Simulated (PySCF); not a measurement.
C6H8ClFSi2, SMILES c1cc([SiH2]F)ccc1[SiH2]Cl, singlet at its GFN2-xTB optimised geometry (Å):

```
18

Si     0.0859     0.5837     0.0000
F     -0.3278    -0.0556     1.4211
C     -0.6340    -0.5283    -1.3361
C     -0.4406    -0.2396    -2.6850
C     -0.9669    -1.0489    -3.6728
C     -1.7103    -2.1831    -3.3530
C     -1.9034    -2.4722    -2.0036
C     -1.3771    -1.6634    -1.0161
Si    -2.4538    -3.3154    -4.6656
Cl    -1.9404    -2.6486    -6.4994
H     -0.5119     1.9120     0.0000
H      1.5425     0.5837     0.0000
H      0.1322     0.6345    -2.9625
H     -0.7988    -0.7982    -4.7106
H     -2.4762    -3.3465    -1.7278
H     -1.5425    -1.9120     0.0223
H     -1.9326    -4.6741    -4.5171
H     -3.9139    -3.3065    -4.5750
```

Computed with PBE0/def2-SVP in PySCF 2.14.0. Cells within 0.4 Å of a nucleus heavier than hydrogen are left out (blank, or x).

Map of the deformation density (molecule minus spherical neutral atoms) (e/bohr³) on the plane z = 0.0 Å:

```
|1111111111111111111111111111111|
|1111111111111111111111111111111|
|1111111111111111111111111111111|
|1111111111111111111111111111111|
|1111111111111111111111111111111|
|1111111111111111111111111111111|
|1111111111111111111111111111111|
|1111111111112332111111111111111|
|1111111111114974211111111111111|
|1111111111125895311111111111111|
|1111111111124664211221111111111|
|1111111111112321112442111111111|
|111111111100001xx14785111111111|
|11111111110000xxx14897211111111|
|111111111100000xx13664111111111|
|1111111111000000001332111111111|
|1111111111000110000111111111111|
|1111111110000000000111111111111|
|1111111110000000000111111111111|
|1111111111000000011111111111111|
|1111111112210001111111111111111|
|1111111135521001111111111111111|
|1111111139731111111111111111111|
|1111111124421111111111111111111|
|1111111111111111111111111111111|
|1111111111111111111111111111111|
|1111111111111111111111111111111|
|1111111111111111111111111111111|
|1111111111111111111111111111111|
|1111111111111111111111111111111|
|1111111111111111111111111111111|
```
Scale: ten equal steps from -0.016 (start of '0') to 0.082 (end of '9'), in the order '0123456789'; x runs from -4.00 to 4.00, y from -4.00 (bottom) to 4.00 (top).
